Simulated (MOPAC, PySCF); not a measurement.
H$_{9}$GaSi$_{3}$, SMILES `[SiH3][Ga]([SiH3])[SiH3]`, neutral singlet in the gas phase. 

Cartesian coordinates (Å):
```xyz
13

Si    -1.0292    -2.1393    -0.5251
Ga    -0.0076    -0.0037    -0.0312
Si    -1.3754     1.9552     0.3485
Si     2.3982     0.1806     0.1476
H     -0.2820    -3.2736     0.0863
H     -2.4495    -2.2274    -0.0867
H     -1.0004    -2.3294    -2.0057
H     -0.7004     3.2192    -0.0569
H     -2.6886     1.8845    -0.3506
H     -1.6500     2.0405     1.8135
H      2.9086     1.4244    -0.4944
H      3.1251    -0.9776    -0.4417
H      2.7512     0.2465     1.5964
```
Charge 0, spin multiplicity 1.

All levels are single points at this geometry (PBE0-D3(BJ)/def2-TZVP); Pople sets use spherical d functions. Orbital energies aren't observables, and empty levels follow the basis.

| level | HOMO (eV) | LUMO (eV) | gap (eV) | dipole (D) | vertical IE, Delta-SCF (eV) |
|---|---|---|---|---|---|
| TPSSh-D3(BJ)/def2-TZVP in PySCF | -6.77 | -2.96 | 3.81 | 0.08 | 8.87 |
| B3LYP/6-311+G** (LANL2DZ on Ga) in PySCF | -7.17 | -2.73 | 4.44 | 0.08 | – |
| PBE/6-31G* in PySCF | -6.18 | -3.18 | 3.00 | 0.05 | – |
| HF/3-21G in PySCF | -9.61 | 0.20 | 9.81 | 0.09 | – |
| AM1 in MOPAC | -9.03 | -1.72 | 7.30 | 0.06 | – |
| PM7 in MOPAC | -9.36 | 0.33 | 9.69 | 0.07 | – |
